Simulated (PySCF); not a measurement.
Polarisability and C₆ of K (potassium, neutral)

[Ar] 4s1, 2S determinant. Calculation: PySCF 2.14, in aug-cc-pwCVTZ-X2C with one added diffuse shell each of s, p, d, f type (10s9p7d4f, 100 functions); scalar relativity by spin-free X2C-1e. Coupled (time-dependent) response in atomic units; α is the mean over directions.

```csv
method,mean α (bohr³),C₆ (like pair),S(−4)
LC-wPBE,443.1,7222,191700
```

S(−4) is the Cauchy moment in α(ω) = α(0) + S(−4) ω² + …

Reference α: 289.7 ± 0.3 bohr³ (recommended; Schwerdtfeger and Nagle, table of static dipole polarizabilities (2023 update)). Published C₆: 3923 (Chu and Dalgarno (2004); Tang, Norbeck and Certain (1976)).

α(iu) at LC-wPBE:

| u (hartree) | α(iu) (bohr³) |
| --- | --- |
| 0 | 443.1 |
| 0.0500 | 214.5 |
| 0.100 | 87.00 |
| 0.200 | 29.13 |
| 0.300 | 16.03 |
| 0.500 | 8.442 |
| 0.750 | 5.353 |
| 1.00 | 3.827 |
| 1.50 | 2.247 |
| 2.00 | 1.465 |
| 3.00 | 0.7548 |
| 5.00 | 0.3069 |

A single London oscillator, α(iu) = α/(1 + u²/ω²), gives C₆ = (3/4) ω α². Matching the computed C₆ needs ω = 4 × 7222 / (3 × 443.1²) = 0.0490 hartree.
